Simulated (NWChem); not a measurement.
All runs are NWChem calculations. System: HFGeO, charge 0, spin multiplicity 1, at a geometry optimised with PBE/def2-SVP. The structure started from a generated list of species. Level: MP2/pcseg-2, 11 core orbitals frozen.

NWChem printed:

```
             Northwest Computational Chemistry Package (NWChem) 7.3.0
             --------------------------------------------------------

                                NWChem Input Module
                                -------------------

 Scaling coordinates for geometry "geometry" by  1.889725989
 (inverse scale =  0.529177249)

 Turning off AUTOSYM since
 SYMMETRY directive was detected!

                             Geometry "geometry" -> ""
                             -------------------------

 Output coordinates in angstroms (scale by  1.889725989 to convert to a.u.)

  No.       Tag          Charge          X              Y              Z
 ---- ---------------- ---------- -------------- -------------- --------------
    1 Ge                  32.0000    -0.42519000    -0.02026700     0.00000000
    2 F                    9.0000     0.63123100     1.40106300     0.00000000
    3 O                    8.0000     0.91879400    -1.22732800     0.00000000
    4 H                    1.0000     0.57466700    -2.14240900     0.00000000

 Effective nuclear repulsion energy (a.u.)     188.3521588310

            Nuclear Dipole moment (a.u.)
            ----------------------------
        X                 Y               Z
 ---------------- ---------------- ----------------
     0.0000340151    -0.0000188973     0.0000000000

      Symmetry information
      --------------------

 Group name             Cs
 Group number              2
 Group order               2
 No. of unique centers     4

      Symmetry unique atoms

     1    2    3    4


 Summary of "ao basis" -> "" (spherical)
 ------------------------------------------------------------------------------
       Tag                 Description            Shells   Functions and Types
 ---------------- ------------------------------  ------  ---------------------
 *                          pcseg-2                   on all atoms

 Summary of "ao basis" -> "ao basis" (spherical)
 ------------------------------------------------------------------------------
       Tag                 Description            Shells   Functions and Types
 ---------------- ------------------------------  ------  ---------------------
 Ge                         pcseg-2                 15       43   6s5p3d1f
 F                          pcseg-2                 10       30   4s3p2d1f
 O                          pcseg-2                 10       30   4s3p2d1f
 H                          pcseg-2                  6       14   3s2p1d

                                 NWChem SCF Module
                                 -----------------

  ao basis        = "ao basis"
  functions       =   117
  atoms           =     4
  closed shells   =    25
  open shells     =     0
  charge          =   0.00
  wavefunction    = RHF
  use symmetry    = T
  symmetry adapt  = T

 Summary of "ao basis" -> "ao basis" (spherical)
 ------------------------------------------------------------------------------
       Tag                 Description            Shells   Functions and Types
 ---------------- ------------------------------  ------  ---------------------
 Ge                         pcseg-2                 15       43   6s5p3d1f
 F                          pcseg-2                 10       30   4s3p2d1f
 O                          pcseg-2                 10       30   4s3p2d1f
 H                          pcseg-2                  6       14   3s2p1d

      Symmetry analysis of basis
      --------------------------

        a'         79
        a"         38

 Forming initial guess at       0.1s

      Superposition of Atomic Density Guess
      -------------------------------------

 Sum of atomic energies:       -2250.01058218

      Non-variational initial energy
      ------------------------------

 Total energy =   -2250.184081
 1-e energy   =   -3514.748942
 2-e energy   =    1076.212702
 HOMO         =      -0.323380
 LUMO         =      -0.037444

      Symmetry analysis of molecular orbitals - initial
      -------------------------------------------------

  Numbering of irreducible representations:

     1 a'          2 a"

  Orbital symmetries:

     1 a'          2 a'          3 a'          4 a'          5 a"
[...]
              MO Center=  6.8D-01, -8.2D-01,  9.4D-16, r^2= 1.8D+00
   Bfn.  Coefficient  Atom+Function         Bfn.  Coefficient  Atom+Function
  ----- ------------  ---------------      ----- ------------  ---------------
    78      0.371919  3 O  px                81      0.340336  3 O  px
     6     -0.194240  1 Ge s                  5     -0.186486  1 Ge s
    77      0.167891  3 O  s                 17      0.157879  1 Ge py

 Vector   24  Occ=2.000000D+00  E=-5.135063D-01  Symmetry=a"
              MO Center=  8.3D-01, -1.1D+00, -5.5D-16, r^2= 9.5D-01
   Bfn.  Coefficient  Atom+Function         Bfn.  Coefficient  Atom+Function
  ----- ------------  ---------------      ----- ------------  ---------------
    80      0.451366  3 O  pz                83      0.424376  3 O  pz
    86      0.242042  3 O  pz

 Vector   25  Occ=2.000000D+00  E=-4.027602D-01  Symmetry=a'
              MO Center= -5.6D-01, -1.5D-01, -6.9D-16, r^2= 2.5D+00
   Bfn.  Coefficient  Atom+Function         Bfn.  Coefficient  Atom+Function
  ----- ------------  ---------------      ----- ------------  ---------------
     6      0.624977  1 Ge s                  5      0.329727  1 Ge s
    16     -0.295494  1 Ge px                 4     -0.227301  1 Ge s
    78      0.219601  3 O  px                81      0.206333  3 O  px
    10      0.171491  1 Ge px

 Vector   26  Occ=0.000000D+00  E= 2.331844D-02  Symmetry=a"
              MO Center= -5.9D-01, -4.9D-02, -1.4D-15, r^2= 4.1D+00
   Bfn.  Coefficient  Atom+Function         Bfn.  Coefficient  Atom+Function
  ----- ------------  ---------------      ----- ------------  ---------------
    21      0.710133  1 Ge pz                18      0.398152  1 Ge pz
    86     -0.207863  3 O  pz                12     -0.205172  1 Ge pz

 Vector   27  Occ=0.000000D+00  E= 8.202818D-02  Symmetry=a'
              MO Center= -4.7D-01, -1.1D+00,  5.5D-15, r^2= 6.4D+00
   Bfn.  Coefficient  Atom+Function         Bfn.  Coefficient  Atom+Function
  ----- ------------  ---------------      ----- ------------  ---------------
    20      0.780976  1 Ge py               106     -0.716097  4 H  s
    77      0.564198  3 O  s                 85     -0.247493  3 O  py
    47     -0.172634  2 F  s

 Vector   28  Occ=0.000000D+00  E= 1.190404D-01  Symmetry=a'
              MO Center=  5.5D-03, -7.1D-01,  1.2D-14, r^2= 7.6D+00
   Bfn.  Coefficient  Atom+Function         Bfn.  Coefficient  Atom+Function
  ----- ------------  ---------------      ----- ------------  ---------------
   106      1.182860  4 H  s                 20      0.764979  1 Ge py
    19      0.705508  1 Ge px                77     -0.417784  3 O  s
    47     -0.369090  2 F  s                105     -0.204729  4 H  s
    84     -0.164655  3 O  px

 center of mass
 --------------
 x =  -0.07157247 y =   0.05724044 z =   0.00000000

 moments of inertia (a.u.)
 ------------------
         235.484731349740           6.115292811844           0.000000000000
           6.115292811844         123.601004315142           0.000000000000
           0.000000000000           0.000000000000         359.085735664882

  Mulliken analysis of the total density
  --------------------------------------

    Atom       Charge   Shell Charges
 -----------   ------   -------------------------------------------------------
    1 Ge  32    31.09   2.00  2.00  1.16  0.79  0.78  1.05  6.00  5.90  0.37  0.69  0.08  9.74  0.38  0.08  0.06
    2 F    9     9.54   2.00  0.63  0.96  0.37  2.33  2.40  0.85  0.00  0.01  0.00
    3 O    8     8.57   2.00  0.61  0.87  0.30  1.94  2.15  0.68  0.00  0.01  0.00
    4 H    1     0.80   0.38  0.30  0.02  0.02  0.08  0.01

       Multipole analysis of the density wrt the origin
       ------------------------------------------------

     L   x y z        total         open         nuclear
     -   - - -        -----         ----         -------
     0   0 0 0      0.000000      0.000000     50.000000

     1   1 0 0     -1.136201      0.000000      0.000034
     1   0 1 0     -0.947214      0.000000     -0.000019
     1   0 0 1      0.000000      0.000000      0.000000

     2   2 0 0    -23.663689      0.000000     58.761663
     2   1 1 0     -0.236365      0.000000     -7.203410
     2   1 0 1     -0.000000      0.000000      0.000000
     2   0 2 0    -19.936207      0.000000    122.560821
     2   0 1 1      0.000000      0.000000      0.000000
     2   0 0 2    -18.610911      0.000000      0.000000

                   NWChem MP2 Semi-direct Energy/Gradient Module
                   ---------------------------------------------

  Basis functions       =    117
  Molecular orbitals    =    117
  Frozen core           =     11
  Frozen virtuals       =      0
  Active alpha occupied =     14
  Active beta occupied  =     14
  Active alpha virtual  =     92
  Active beta virtual   =     92
  Use MO symmetry       = T
  Use skeleton AO sym   = T

  AO/Fock/Back tols     =   1.0D-09  1.0D-09  1.0D-09

 GA uses MA = F    GA memory limited = T

 Available:
  local mem=  1.26D+08
 global mem=  1.44D+08
 local disk=  0.00D+00
  mp2_memr nvloc                    92
  nvloc new                    92
   1 passes of  14:        5242880                      92299                  29390392.
   1 passes of  14: M    126149222           G      144151822           F     120906342.

 Semi-direct pass number   1 of   1  for RHF alpha+beta  at        4.3s
  vrange nnbf                  6706
  mp2_eaftype                   112  avail_ma_in_mb                  1099
 EAF : mp2_eaftype filesize         112   14695196.
  mp2_eaf for mointskh                    112
Node 0 wrote     69.1 Mb in      0.1 s     Agg I/O rate:   678.1 Mb/s
 Done moints_semi at       11.1s
  mp2_eaftype                   112  avail_ma_in_mb                   987
 EAF : mp2_eaftype filesize         112   14695196.
  mp2_eaf for kh                   112
 Done maket at       11.3s
 Done multipass loop at       11.3s

          -------------------------------------------
          SCF energy               -2250.395930420551
          Correlation energy          -0.653296776437
          Singlet pairs               -0.389098010171
          Triplet pairs               -0.264198766266
          Total MP2 energy         -2251.049227196989
          -------------------------------------------

          ---------------------------------------------------
                    Spin Component Scaled (SCS) MP2
          Same spin pairs                     -0.176132510844
          Same spin scaling factor             0.333333333333
          Opposite spin pairs                 -0.477164265593
          Opposite spin scaling fact.          1.200000000000
          SCS-MP2 correlation energy          -0.631307955660
          Total SCS-MP2 energy             -2251.027238376211
          ---------------------------------------------------

 -----------------------
 Performance information
 -----------------------

 Timer overhead =  9.60D-08 seconds/call

               Nr. of calls         CPU time (s)                 Wall time (s)                GFlops
             ---------------    -------------------     ------------------------------   -------------------
Name         Min   Avg   Max    Min     Avg     Max     Min     Avg     Max   Mx/calls   Min     Max     Sum
mp2: moin     1     1     1    6.8     6.8     6.8      6.8     6.8     6.8     6.8      0.0     0.0     0.0
mp2: make     1     1     1   0.19    0.19    0.19     0.19    0.19    0.19    0.19      0.0     0.0     0.0
mp2: tota     1     1     1    7.1     7.1     7.1      7.1     7.1     7.1     7.1      0.0     0.0     0.0

 The average no. of pstat calls per process was 3.00D+00
 with a timing overhead of 2.88D-07s

 Task  times  cpu:       11.3s     wall:       11.3s

 Total times  cpu:       11.3s     wall:       11.3s
```

Task: Write an NWChem input that would produce this output.

Result: One answer among several that fit: 
```
start mol
memory heap 200 mb stack 900 mb global 1100 mb
geometry units angstroms nocenter noautoz
  Ge    -0.425190    -0.020267     0.000000
  F      0.631231     1.401063     0.000000
  O      0.918794    -1.227328     0.000000
  H      0.574667    -2.142409     0.000000
  symmetry group Cs
end
basis spherical
  * library pcseg-2
end
scf
  rhf
  nopen 0
  maxiter 100
  thresh 1e-7
  semidirect memsize 60000000 filesize 0
end
mp2
  freeze core 11
end
task mp2 energy
```
